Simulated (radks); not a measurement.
All-electron atom: the nickel ion Ni4+ in [Ne] 3s1 3p6 3d6 4d1 (not the ground configuration).

Calculated with a radial shooting solver on a logarithmic mesh with Libxc functionals: scalar-relativistic Kohn-Sham, HCTH/407, spin-polarised, spherical densities, finite nucleus; open shells are filled with parallel spins first; Fermi nuclear charge, rms radius 3.7757 fm.

Energy parts (Ry):
total: -3023.30000
kinetic: 3065.01496
electron-nucleus: -7123.78622
Hartree: 1159.26320
exchange-correlation: -123.79194

Orbitals (lengths in bohr, moments of r in powers of bohr; <r^-3> diverges for s and p1/2):
1s up: occ. 1; eigenvalue (Ry) -609.4782; <r^4> 0.00003992; <1/r> 28.07
1s down: occ. 1; eigenvalue (Ry) -609.4209; <r^4> 0.00003992; <1/r> 28.07
2s up: occ. 1; eigenvalue (Ry) -78.46965; <r^4> 0.008738; <1/r> 6.068
2s down: occ. 1; eigenvalue (Ry) -78.17522; <r^4> 0.008626; <1/r> 6.084
2p up: occ. 3; eigenvalue (Ry) -68.44169; <r^4> 0.006555; <1/r> 5.957; <r^-3> 624.2
2p down: occ. 3; eigenvalue (Ry) -68.20926; <r^4> 0.006449; <1/r> 5.971; <r^-3> 627.3
3s up: occ. 1; eigenvalue (Ry) -14.09565; <r^4> 0.5452; <1/r> 1.982
3p up: occ. 3; eigenvalue (Ry) -11.12245; <r^4> 0.6713; <1/r> 1.858; <r^-3> 87.78
3p down: occ. 3; eigenvalue (Ry) -10.48719; <r^4> 0.7290; <1/r> 1.829; <r^-3> 84.67
3d up: occ. 5; eigenvalue (Ry) -6.31407; <r^4> 1.122; <1/r> 1.608; <r^-3> 9.567
3d down: occ. 1; eigenvalue (Ry) -5.70851; <r^4> 1.393; <1/r> 1.559; <r^-3> 9.040
4d up: occ. 1; eigenvalue (Ry) -2.12226; <r^4> 91.98; <1/r> 0.4927; <r^-3> 1.102

The highest occupied level is 4d up at -28.875 eV. The electron density at the nucleus is 1.96e+04 e/bohr^3 (large components only). Summed over all electrons, <r^2> = 17.35 bohr^2, which gives a Langevin (diamagnetic) susceptibility term of -13.7 x 10^-6 cm^3/mol. The density falls to 0.001 e/bohr^3 at r = 3.73 bohr. The spin density at the nucleus is 129.9 e/bohr^3 (1s 0.8, 2s -4.3, 3s 133.4). Spin moment in Bohr magnetons: 6.

Empty levels of this run are not shown, since the potential may be unsettled where no density lies.
